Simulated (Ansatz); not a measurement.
Calculated with Ansatz (gas phase, PBE0-D4/def2-TZVP geometries, no zero-point term in ΔE). CBS: MP2 limit from def2 TZ/QZ plus the TZ coupled-cluster correction, frozen cores. def2 core potentials past Kr. For Br, In outer-core shells are correlated without core-valence functions, which leaves a few kJ/mol of doubt a bond. Scalar relativity is left out up to krypton. One conformer a species, not always the lowest.

Consider the ligand exchange at the Si–C bond: `[SiH3]C1CB1Cl` + `[OH][InH][Br]` → `[SiH3][O][InH][Br]` + `ClB1CC1`.

`[SiH3]C1CB1Cl`:

Cartesian coordinates in Å:
```
Si 0.655 0.019 -1.442
C -0.409 0.484 0.004
C -0.833 -0.660 0.999
B 0.129 0.430 1.413
Cl 1.091 1.164 2.628
H 1.338 1.213 -2.006
H -0.146 -0.626 -2.519
H 1.683 -0.955 -0.983
H -1.162 1.237 -0.224
H -0.491 -1.665 0.764
H -1.856 -0.641 1.366
```

`[OH][InH][Br]`:

Z-matrix (Å, degrees):
```
In
O 1 1.973
Br 1 2.454 2 109.4
H 1 1.701 2 127.1 3 -180.0
H 2 0.960 1 113.2 3 180.0
```

`[SiH3][O][InH][Br]`:

```xyz
8

Si   -1.138   -0.058   -0.878
O     0.485   -0.068   -0.688
In    1.726    0.046    0.833
Br    0.485    0.240    2.946
H    -1.778   -1.203   -0.170
H    -1.443   -0.166   -2.330
H    -1.742    1.201   -0.356
H     3.405    0.007    0.643
```

`ClB1CC1`:

Cartesian coordinates in Å:
```
Cl -2.580 -0.236 0.540
B -0.907 -0.083 0.190
C 0.291 0.810 -0.049
C 0.423 -0.745 -0.101
H 0.400 1.346 -0.988
H 0.773 1.318 0.782
H 0.614 -1.192 -1.073
H 0.987 -1.220 0.697
```

```tsv
level	ΔE (eV)
CCSD(T)/def2-TZVPP	-0.95
MP2/def2-QZVPP	-0.94
HF/CBS(def2)	-1.22
CCSD/CBS(def2)	-0.98
```

**Question.** What does CCSD(T)/CBS give? (An estimate is asked.)

**Answer.** Ansatz gave: -0.94 eV. The listed levels differ from it by -0.01, 0.00, -0.28, -0.04 eV.

Largest T1 diagnostic among the species: 0.014.

In def2-TZVPP, CCSD(T) changes the Hartree–Fock value by +0.26 eV (the triples alone add +0.04 eV) and MP2 by +0.26 eV. From PBE to PBE0 (25 % exact exchange), in def2-TZVPP and without D4, ΔE moves by −0.07 eV.
